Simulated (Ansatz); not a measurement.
Cost and result for the atomization energy of C2H7AlSi (`C=C[SiH2][AlH2]`) (11 atoms, 10 bonds).

```xyz
11

C     1.8169    1.2433   -0.1293
C     0.6956    0.7700   -0.6673
Si   -0.0118   -0.9146   -0.2836
Al   -2.1932   -0.7363    0.8419
H     2.4181    0.6500    0.5541
H     2.1873    2.2406   -0.3504
H     0.1403    1.4185   -1.3442
H     0.9894   -1.6615    0.5328
H    -0.2009   -1.6747   -1.5588
H    -3.2034    0.4204    0.4261
H    -2.6384   -1.7557    1.9788
```

The species carries charge 0 and has multiplicity 1. All single points use the PBE0-D4/def2-TZVP geometry. It is one conformer, not always the lowest. Program: Ansatz. All runs use 2 threads of an Arm Neoverse V1 on a shared host. Times are those of one run each, without the atoms' runs, and a repeat can differ threefold. Electronic energies, without spin–orbit coupling; frozen cores. CCSD(T)/CBS adds CCSD(T) − MP2 in def2-TZVPP to the MP2 limit, and its time is that of the two runs behind it. T1 = 0.012.

CCSD(T)/CBS is a level of theory with its own doubt, some kJ/mol a heavy atom from the limit and from the frozen cores, so smaller differences don't rank the functionals.

```json
{"level": "revPBE-D4/def2-TZVPP", "functions": "244", "wall time": "3.2 s"}
{"level": "BLYP-D4/def2-TZVPP", "functions": "244", "wall time": "3.2 s"}
{"level": "CCSD(T)/def2-SVP", "functions": "99", "wall time": "3.8 s"}
{"level": "PBE-D4/def2-TZVPP (with forces)", "functions": "244", "wall time": "4 s"}
{"level": "BHLYP-D4/def2-TZVPP", "functions": "244", "wall time": "4.2 s"}
{"level": "PBE0-D4/def2-TZVPP", "functions": "244", "wall time": "4.3 s"}
{"level": "r2SCANh-D4/def2-TZVPP", "functions": "244", "wall time": "7.5 s"}
{"level": "B2PLYP/def2-TZVPP", "functions": "244", "wall time": "8 s"}
{"level": "PBE-QIDH/def2-TZVPP", "functions": "244", "wall time": "8.5 s"}
{"level": "ωB97M-V/def2-TZVPP (with forces)", "functions": "244", "wall time": "18 s"}
{"level": "MP2/def2-QZVPP", "functions": "464", "wall time": "33 s"}
{"level": "CCSD(T)/def2-TZVPP", "functions": "244", "wall time": "7.4 min"}
{"level": "CCSD(T)/CBS(def2)", "functions": "–", "wall time": "7.9 min"}
```

(1) What atomization energy does each give, and how far from CCSD(T)/CBS? (Best estimate.)

## Answers

(1) Computed: 
```csv
level,atomization (kJ/mol),difference from CCSD(T)/CBS,per bond
revPBE-D4/def2-TZVPP,3613.5,-45.0,-4.5
BLYP-D4/def2-TZVPP,3630.0,-28.5,-2.9
CCSD(T)/def2-SVP,3475.5,-183.0,-18.3
PBE-D4/def2-TZVPP (with forces),3675.2,16.7,1.7
BHLYP-D4/def2-TZVPP,3595.9,-62.6,-6.3
PBE0-D4/def2-TZVPP,3645.7,-12.8,-1.3
r2SCANh-D4/def2-TZVPP,3648.1,-10.4,-1.0
B2PLYP/def2-TZVPP,3612.2,-46.3,-4.6
PBE-QIDH/def2-TZVPP,3626.6,-31.9,-3.2
ωB97M-V/def2-TZVPP (with forces),3657.5,-1.0,-0.1
MP2/def2-QZVPP,3626.8,-31.7,-3.2
CCSD(T)/def2-TZVPP,3572.7,-85.8,-8.6
CCSD(T)/CBS(def2),3658.5,0.0,0.0
```

From r2SCAN to r2SCAN0 (25 % exact exchange), in def2-TZVPP and without D4, the atomization energy moves by −35.3 kJ/mol: exact exchange takes away binding that semilocal exchange gives to molecules. At CCSD(T), def2-SVP lies −183.0 kJ/mol from the extrapolated value and def2-TZVPP −85.9 kJ/mol: correlation converges slowly with the basis, and small sets miss more of it in the bonded molecule than in its fragments. In def2-TZVPP, CCSD(T) changes the Hartree–Fock value by +797.7 kJ/mol (the triples alone add +42.5 kJ/mol) and MP2 by +801.0 kJ/mol; breaking electron pairs costs correlation energy, which Hartree–Fock lacks.
